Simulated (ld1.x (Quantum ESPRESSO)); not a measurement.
PBE TM dataset for iron (Fe), scalar-relativistic all-electron reference.

The input file (ld1.x (Quantum ESPRESSO) 7.5):

```
&input
   title='Fe', zed=26., rel=1, dft='PBE', iswitch=3,
   config='[Ar] 3d7 4s1 4p0',
   nld=3, rlderiv=3.35, eminld=-2.0, emaxld=5.0, deld=0.02
 /
 &inputp
   pseudotype=2, tm=.true., lloc=0,
   nlcc=.false.,
   file_pseudopw='Fe.UPF', file_wfcaegen='ae.wfc', file_wfcncgen='nc.wfc', file_beta='beta', file_chi='chi'
 /
3
4P  2  1   0.00   0.00  3.10  3.10  0.0
3D  3  2   7.00   0.00  1.90  1.90  0.0
4S  1  0   1.00   0.00  2.05  2.05  0.0
 &test
   configts(1)='3d7 4s1 4p0'
 /
```

Command:

```bash
ld1.x < Fe.in > Fe.out
```

Resulting log (shortened: banner, matrices, multipoles, cross overlaps and the repeated all-electron block are left out):

```
Program LD1 v.7.5
     --------------------------- All-electron run ----------------------------

     Fe
     scalar relativistic calculation

     atomic number is 26.00
     dft =PBE   lsd =0 sic =0 latt =0  beta=0.20 tr2=1.0E-14
     Exchange-correlation= PBE
                           (   1   4   3   4   0   0   0)
     mesh =1191 r(mesh) = 101.18024 a.u. xmin = -7.00 dx = 0.01250
     1 Ry =  13.60569312 eV, c = 137.03599908

     n l     nl                  e(Ry)          e(Ha)          e(eV)
     1 0     1S 1( 2.00)      -514.0841      -257.0421     -6994.4707
     2 0     2S 1( 2.00)       -59.8784       -29.9392      -814.6866
     2 1     2P 1( 6.00)       -50.9691       -25.4846      -693.4702
     3 0     3S 1( 2.00)        -6.5767        -3.2883       -89.4800
     3 1     3P 1( 6.00)        -4.0898        -2.0449       -55.6443
     3 2     3D 1( 7.00)        -0.2803        -0.1402        -3.8141
     4 0     4S 1( 1.00)        -0.3127        -0.1564        -4.2548
     4 1     4P 1( 0.00)        -0.0638        -0.0319        -0.8674

     final scf error:  9.9E-15 reached in  29 iterations

     Etot =   -2544.960455 Ry,   -1272.480228 Ha,  -34625.950962 eV

     Ekin =    2575.357178 Ry,    1287.678589 Ha,   35039.519449 eV
     Encl =   -6093.264317 Ry,   -3046.632159 Ha,  -82903.084416 eV
     Eh   =    1084.429008 Ry,     542.214504 Ha,   14754.408296 eV
     Exc  =    -111.482324 Ry,     -55.741162 Ha,   -1516.794291 eV

     normalization and overlap integrals

     s(1S/1S) =  1.000000  <r> =   0.0585  <r2> =    0.0046  r(max) =   0.0385
     s(2S/2S) =  1.000000  <r> =   0.2669  <r2> =    0.0841  r(max) =   0.2213
     s(2P/2P) =  1.000000  <r> =   0.2355  <r2> =    0.0682  r(max) =   0.1790
     s(3S/3S) =  1.000000  <r> =   0.8143  <r2> =    0.7666  r(max) =   0.6990
     s(3P/3P) =  1.000000  <r> =   0.8648  <r2> =    0.8849  r(max) =   0.7167
     s(3D/3D) =  1.000000  <r> =   1.2744  <r2> =    2.3368  r(max) =   0.7257
     s(4S/4S) =  1.000000  <r> =   3.2052  <r2> =   12.0768  r(max) =   2.5330
     s(4P/4P) =  1.000000  <r> =   5.1768  <r2> =   32.7389  r(max) =   3.7788

     ------------------------ End of All-electron run ------------------------

     --------------------- Generating NC pseudopotential ---------------------

      Generating local pot.: lloc=0, matching radius rcloc =   2.0500

      Wfc   4P  rcut= 3.133  Using Troullier-Martins method

      Wfc   3D  rcut= 1.900  Using Troullier-Martins method

     ------------------- End of pseudopotential generation -------------------

     Computing logarithmic derivative in   3.35574
     Computing logarithmic derivative in   3.35574
     Computing the partial wave expansion
       no projector for channel:   0
     R is outside the sphere for l=    1 j= 0.00
     R is outside the sphere for l=    2 j= 0.00

     ---------------------- Testing the pseudopotential ----------------------

     Fe
     scalar relativistic calculation

     atomic number is 26.00   valence charge is  8.00
     dft =PBE   lsd =0 sic =0 latt =0  beta=0.20 tr2=1.0E-14
     mesh =1191 r(mesh) = 101.18024 xmin = -7.00 dx = 0.01250

     n l     nl             e AE (Ry)        e PS (Ry)    De AE-PS (Ry)
     3 2     3D   1( 7.00)       -0.28033       -0.28033        0.00000
     1 0     4S   1( 1.00)       -0.31273       -0.31273        0.00000
     2 1     4P   1( 0.00)       -0.06376       -0.06375       -0.00000

     eps = 3.2E-15  iter = 20

     Etot =   -2544.960455 Ry,   -1272.480228 Ha,  -34625.950962 eV
     Etotps =   -39.893234 Ry,     -19.946617 Ha,    -542.775099 eV

     Ekin =      60.930440 Ry,      30.465220 Ha,     829.000875 eV
     Encl =     -62.864818 Ry,     -31.432409 Ha,    -855.319421 eV
     Ehrt =      39.997780 Ry,      19.998890 Ha,     544.197527 eV
     Ecxc =      -8.150984 Ry,      -4.075492 Ha,    -110.899783 eV
     Epseu=     -69.805653 Ry,     -34.902827 Ha,    -949.754296 eV

     ---------------------- End of pseudopotential test ----------------------
```

Generation and configuration tests took about 1.4 s on one core of a shared server CPU.

Transferability test of the new file with ld1.x, input:

```
&input
   title='Fe', zed=26., rel=1, dft='PBE', iswitch=2,
   config='[Ar] 3d7 4s1 4p0'
 /
 &test
   file_pseudo='Fe.UPF', nconf=8,
   configts(1)='3d7 4s1 4p0',
   configts(2)='3d6 4s2 4p0',
   configts(3)='3d6 4s1 4p0',
   configts(4)='3d6 4s0 4p0',
   configts(5)='3d6 4s0 4p1',
   configts(6)='3d7 4s0 4p0',
   configts(7)='3d5 4s2 4p0',
   configts(8)='3d4 4s0 4p0'
 /
```

```bash
ld1.x < Fe.test.in > Fe.test.out
```

Pseudopotential blocks of its output, shortened (energy terms left out; the distinct warnings before each block abridged to one line each):

```
     ---------------------- Testing the pseudopotential ----------------------

     n l     nl             e AE (Ry)        e PS (Ry)    De AE-PS (Ry)
     3 2     3D   1( 7.00)       -0.28033       -0.28033        0.00000
     1 0     4S   1( 1.00)       -0.31273       -0.31273        0.00000
     2 1     4P   1( 0.00)       -0.06376       -0.06375       -0.00000

     eps = 1.5E-15  iter = 20

     Etot =   -2544.960455 Ry,   -1272.480228 Ha,  -34625.950962 eV
     Etotps =   -39.893234 Ry,     -19.946617 Ha,    -542.775100 eV

     ---------------------- End of pseudopotential test ----------------------

          ---------------------- Testing the pseudopotential ----------------------

     n l     nl             e AE (Ry)        e PS (Ry)    De AE-PS (Ry)
     3 2     3D   1( 6.00)       -0.55159       -0.57359        0.02201  !
     1 0     4S   1( 2.00)       -0.38894       -0.38820       -0.00073
     2 1     4P   1( 0.00)       -0.09741       -0.09570       -0.00171

     eps = 4.5E-15  iter = 22

     Etot =   -2544.902313 Ry,   -1272.451157 Ha,  -34625.159902 eV
     Etotps =   -39.824591 Ry,     -19.912295 Ha,    -541.841159 eV
     dEtot_ae =       0.058142 Ry
     dEtot_ps =       0.068643 Ry,   Delta E=      -0.010502 Ry

     ---------------------- End of pseudopotential test ----------------------

          ---------------------- Testing the pseudopotential ----------------------

     n l     nl             e AE (Ry)        e PS (Ry)    De AE-PS (Ry)
     3 2     3D   1( 6.00)       -1.17273       -1.19564        0.02291  !
     1 0     4S   1( 1.00)       -0.90612       -0.90468       -0.00144
     2 1     4P   1( 0.00)       -0.53939       -0.53661       -0.00278

     eps = 3.3E-15  iter = 18

     Etot =   -2544.260749 Ry,   -1272.130374 Ha,  -34616.430970 eV
     Etotps =   -39.183825 Ry,     -19.591913 Ha,    -533.123100 eV
     dEtot_ae =       0.699707 Ry
     dEtot_ps =       0.709409 Ry,   Delta E=      -0.009702 Ry

     ---------------------- End of pseudopotential test ----------------------

          ---------------------- Testing the pseudopotential ----------------------

     n l     nl             e AE (Ry)        e PS (Ry)    De AE-PS (Ry)
     3 2     3D   1( 6.00)       -1.89018       -1.91357        0.02338  !
     1 0     4S   1( 0.00)       -1.48462       -1.47638       -0.00825  !
     2 1     4P   1( 0.00)       -1.05088       -1.04211       -0.00876  !

     eps = 4.4E-18  iter =  9

     Etot =   -2543.069838 Ry,   -1271.534919 Ha,  -34600.227810 eV
     Etotps =   -37.996952 Ry,     -18.998476 Ha,    -516.974869 eV
     dEtot_ae =       1.890617 Ry
     dEtot_ps =       1.896282 Ry,   Delta E=      -0.005665 Ry

     ---------------------- End of pseudopotential test ----------------------

          ---------------------- Testing the pseudopotential ----------------------

     n l     nl             e AE (Ry)        e PS (Ry)    De AE-PS (Ry)
     3 2     3D   1( 6.00)       -1.27677       -1.30417        0.02740  !
     1 0     4S   1( 0.00)       -0.97030       -0.96825       -0.00204
     2 1     4P   1( 1.00)       -0.59405       -0.59130       -0.00275

     eps = 3.6E-15  iter = 12

     Etot =   -2543.889274 Ry,   -1271.944637 Ha,  -34611.376803 eV
     Etotps =   -38.811284 Ry,     -19.405642 Ha,    -528.054414 eV
     dEtot_ae =       1.071181 Ry
     dEtot_ps =       1.081950 Ry,   Delta E=      -0.010769 Ry

     ---------------------- End of pseudopotential test ----------------------

          ---------------------- Testing the pseudopotential ----------------------

     n l     nl             e AE (Ry)        e PS (Ry)    De AE-PS (Ry)
     3 2     3D   1( 7.00)       -0.84460       -0.83900       -0.00560  !
     1 0     4S   1( 0.00)       -0.79203       -0.78824       -0.00378
     2 1     4P   1( 0.00)       -0.46057       -0.45865       -0.00192

     eps = 5.1E-15  iter =  9

     Etot =   -2544.414572 Ry,   -1272.207286 Ha,  -34618.523850 eV
     Etotps =   -39.348510 Ry,     -19.674255 Ha,    -535.363748 eV
     dEtot_ae =       0.545883 Ry
     dEtot_ps =       0.544724 Ry,   Delta E=       0.001158 Ry

     ---------------------- End of pseudopotential test ----------------------

          ---------------------- Testing the pseudopotential ----------------------

     n l     nl             e AE (Ry)        e PS (Ry)    De AE-PS (Ry)
     3 2     3D   1( 5.00)       -1.58249       -1.62559        0.04310  !
     1 0     4S   1( 2.00)       -1.03275       -1.03396        0.00121
     2 1     4P   1( 0.00)       -0.62443       -0.61880       -0.00563  !

     eps = 6.0E-15  iter = 18

     Etot =   -2543.858154 Ry,   -1271.929077 Ha,  -34610.953398 eV
     Etotps =   -38.746260 Ry,     -19.373130 Ha,    -527.169719 eV
     dEtot_ae =       1.102301 Ry
     dEtot_ps =       1.146974 Ry,   Delta E=      -0.044674 Ry

     ---------------------- End of pseudopotential test ----------------------

          Warning: n=3, l=2 expected 0 nodes, found 1
     ---------------------- Testing the pseudopotential ----------------------

     n l     nl             e AE (Ry)        e PS (Ry)    De AE-PS (Ry)
     3 2     3D   1( 4.00)       -4.65799       -4.70754        0.04955  !
     1 0     4S   1( 0.00)       -3.21819       -3.23751        0.01931  !
     2 1     4P   1( 0.00)       -2.60769       -2.58778       -0.01991  !

     eps = 6.7E-15  iter = 10

     Etot =   -2536.652480 Ry,   -1268.326240 Ha,  -34512.915196 eV
     Etotps =   -31.480044 Ry,     -15.740022 Ha,    -428.307817 eV
     dEtot_ae =       8.307976 Ry
     dEtot_ps =       8.413190 Ry,   Delta E=      -0.105215 Ry

     ---------------------- End of pseudopotential test ----------------------
```
